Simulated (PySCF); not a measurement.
H4Si2, SMILES [SiH][SiH3] (connectivity only; charge and spin as stated), neutral, multiplicity 1.

Coordinates come from a ωB97X-D3(BJ)/def2-TZVP optimisation. The isomer is the one that the SMILES or the coordinates give; other isomers of the formula were not compared.

Calculation: ωB97X-D3(BJ)/def2-TZVP in PySCF 2.14.0.

Frequencies are harmonic and unscaled.

Computed harmonic wavenumbers and intensities:
| mode | ν (cm⁻¹) | IR (km/mol) | Raman (Å⁴/amu) | depolarisation | moving atoms (share of kinetic energy) |
|---|---|---|---|---|---|
| 1 | 79 | 12.7 | 4.3 | 0.75 | H 93 % |
| 2 | 387 | 10.4 | 10.6 | 0.23 | H 64 %, Si 36 % |
| 3 | 393 | 25.1 | 6.4 | 0.75 | H 94 % |
| 4 | 448 | 17.5 | 24.7 | 0.27 | Si 61 %, H 39 % |
| 5 | 728 | 62.1 | 5.0 | 0.75 | H 89 %, Si 11 % |
| 6 | 886 | 218.8 | 3.5 | 0.34 | H 90 %, Si 10 % |
| 7 | 942 | 70.1 | 14.6 | 0.73 | H 97 % |
| 8 | 966 | 37.7 | 16.1 | 0.75 | H 97 % |
| 9 | 2079 | 172.7 | 157.5 | 0.42 | H 97 % |
| 10 | 2209 | 79.3 | 236.6 | 0.04 | H 98 % |
| 11 | 2217 | 105.0 | 100.0 | 0.75 | H 96 % |
| 12 | 2234 | 127.5 | 124.5 | 0.38 | H 96 % |
